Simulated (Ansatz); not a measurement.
C10H20 (`CCCCC1CCCCC1`). Charge 0, multiplicity 1. Geometry: relaxed with PBE0-D4/def2-TZVP. It is a higher conformer; a search finds a lower one.

```xyz
30

C     0.213   -0.731    3.771
C     0.574   -1.625    2.595
C     1.095   -0.874    1.376
C     0.068    0.036    0.721
C     0.598    0.825   -0.476
C     0.988   -0.056   -1.666
C    -0.220   -0.670   -2.362
C    -1.207    0.403   -2.801
C    -1.619    1.288   -1.632
C    -0.401    1.887   -0.939
H    -0.609   -0.053    3.531
H    -0.094   -1.321    4.637
H     1.068   -0.119    4.073
H     1.333   -2.345    2.916
H    -0.301   -2.218    2.304
H     1.971   -0.279    1.666
H     1.455   -1.606    0.645
H    -0.803   -0.564    0.432
H    -0.300    0.758    1.459
H     1.503    1.345   -0.135
H     1.530    0.565   -2.390
H     1.687   -0.837   -1.355
H     0.107   -1.259   -3.224
H    -0.723   -1.372   -1.686
H    -0.735    1.027   -3.572
H    -2.087   -0.052   -3.265
H    -2.202    0.697   -0.916
H    -2.281    2.088   -1.978
H    -0.712    2.500   -0.087
H     0.104    2.562   -1.641
```

Task: What is the dipole moment at ωB97M-V/def2-TZVPP? (Estimate.)

Result: Computed: 0.07 D, with components (0.04, -0.05, -0.02) D in this frame, pointing from negative to positive charge.

Task: And with PBE, r2SCAN, B3LYP? (Best estimate.)

Result: Computed: PBE 0.07 D, r2SCAN 0.07 D, B3LYP 0.07 D.

Task: Give the Mulliken charges with ωB97M-V, r2SCAN, B3LYP in def2-TZVPP. (Best estimate.)

Result: Computed: 
| atom | ωB97M-V | r2SCAN | B3LYP |
| --- | --- | --- | --- |
| C1 | -0.32 | -0.16 | -0.26 |
| C2 | -0.17 | -0.02 | -0.10 |
| C3 | -0.17 | -0.02 | -0.09 |
| C4 | -0.23 | -0.18 | -0.17 |
| C5 | -0.03 | 0.28 | 0.16 |
| C6 | -0.24 | -0.12 | -0.16 |
| C7 | -0.20 | -0.05 | -0.12 |
| C8 | -0.18 | -0.02 | -0.11 |
| C9 | -0.21 | -0.06 | -0.13 |
| C10 | -0.22 | -0.09 | -0.15 |
| H11 | 0.10 | 0.04 | 0.07 |
| H12 | 0.11 | 0.04 | 0.08 |
| H13 | 0.10 | 0.04 | 0.07 |
| H14 | 0.09 | 0.02 | 0.06 |
| H15 | 0.08 | 0.01 | 0.05 |
| H16 | 0.09 | 0.02 | 0.05 |
| H17 | 0.10 | 0.03 | 0.06 |
| H18 | 0.10 | 0.04 | 0.05 |
| H19 | 0.11 | 0.04 | 0.06 |
| H20 | 0.09 | -0.01 | 0.03 |
| H21 | 0.11 | 0.02 | 0.06 |
| H22 | 0.11 | 0.03 | 0.06 |
| H23 | 0.10 | 0.02 | 0.06 |
| H24 | 0.10 | 0.02 | 0.05 |
| H25 | 0.10 | 0.01 | 0.05 |
| H26 | 0.10 | 0.02 | 0.06 |
| H27 | 0.10 | 0.02 | 0.05 |
| H28 | 0.10 | 0.02 | 0.06 |
| H29 | 0.10 | 0.02 | 0.05 |
| H30 | 0.11 | 0.02 | 0.06 |

B3LYP here is the variant with VWN-RPA as its local correlation; programs differ in this.
